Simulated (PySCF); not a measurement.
## Radial density of Hf⁺ (hafnium, charge +1)

PW91, [Xe] 4f14 5d1 6s2, 2D determinant. Computed with PySCF 2.14 in aug-cc-pVDZ-PP with ECP60MDF, with scalar relativity through the core potential. This is the valence pseudo-density: the core potential removes the inner electrons and smooths the orbitals near the nucleus.

```csv
r (bohr),4πr²ρ (e/bohr),4πr²(ρα − ρβ)
0.141,1.998e-05,0.0000
0.237,7.470e-05,0.0000
0.398,0.02110,0.0005
0.670,2.268,0.0289
1.13,8.958,0.2532
1.90,3.208,0.4367
3.19,0.8988,0.2127
5.36,0.1004,0.0189
9.02,0.0005193,0.0001
```

⟨L²⟩ = 8.52 against 6 for a pure D term, so this real determinant mixes terms. Energies and moments cover only the electrons outside the core potential. Spin-orbit coupling, absent here, splits the open shell strongly. ⟨S²⟩ = 1.39 against 0.75 shows spin contamination. The s, p, d and f populations moved away from the nominal configuration during the SCF.
